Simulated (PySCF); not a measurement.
# Electronic structure of He (helium, neutral) at the PBE level

Configuration: 1s1 2s1, high-spin 3S determinant (an excited configuration). All numbers are calculated (PySCF 2.14, the spin-free X2C one-electron Hamiltonian (Gaussian nucleus), in aug-cc-pVQZ-DK (5s4p3d2f, 46 functions)).

| Item | Value |
| --- | --- |
| Total energy | -2.1746 hartree |
| One-electron energy | -2.4553 hartree |
| Hartree (Coulomb) energy | 1.0319 hartree |
| Exchange-correlation energy | -0.7512 hartree |
| ⟨S²⟩ | 2.0000 |
| ⟨L²⟩ | 0.000 |
| Sum of ⟨r⟩ | 4.766 bohr |
| Sum of ⟨r²⟩ | 18.97 bohr² |
| Langevin diamagnetic susceptibility | -15.0 ×10⁻⁶ cm³/mol |

```json
{"shell": "1s α", "electrons": "1", "mean orbital energy (eV)": "-34.083", "rms radius, mean of both spins (bohr)": "0.893"}
{"shell": "2s α", "electrons": "1", "mean orbital energy (eV)": "-2.708", "rms radius, mean of both spins (bohr)": "4.26"}
```

The outer electron is Rydberg-like, and this basis confines it to a smaller radius and binds it less than a complete one would.
